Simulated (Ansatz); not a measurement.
A structure relaxed at PBE0-D4/def2-TZVP, charge 0, multiplicity 1:

| atom | x (Å) | y (Å) | z (Å) |
| --- | --- | --- | --- |
| C1 | 1.346 | -0.251 | 0.080 |
| S2 | -0.030 | -1.276 | 0.702 |
| Si3 | -1.335 | 0.227 | -0.068 |
| Se4 | 0.522 | 1.340 | -0.759 |
| H5 | 1.920 | -0.798 | -0.664 |
| H6 | 1.986 | 0.063 | 0.902 |
| H7 | -2.250 | -0.229 | -1.146 |
| H8 | -2.158 | 0.925 | 0.954 |

Problem. Give its formula and SMILES.

Solution. CH4SSeSi, `C1S[SiH2][Se]1`.

Problem. Point group (tolerance 0.08 Å, 0.16 Å for H)?

Solution. Cs.

Problem. Summarise the bond lengths by kind.

Solution. 1 × C–S 1.826 Å; 1 × C–Se 1.978 Å; 2 × C–H 1.088 Å; 1 × S–Si 2.134 Å; 1 × Se–Si 2.273 Å; 2 × H–Si 1.486 Å.

All numbers were calculated with Ansatz.
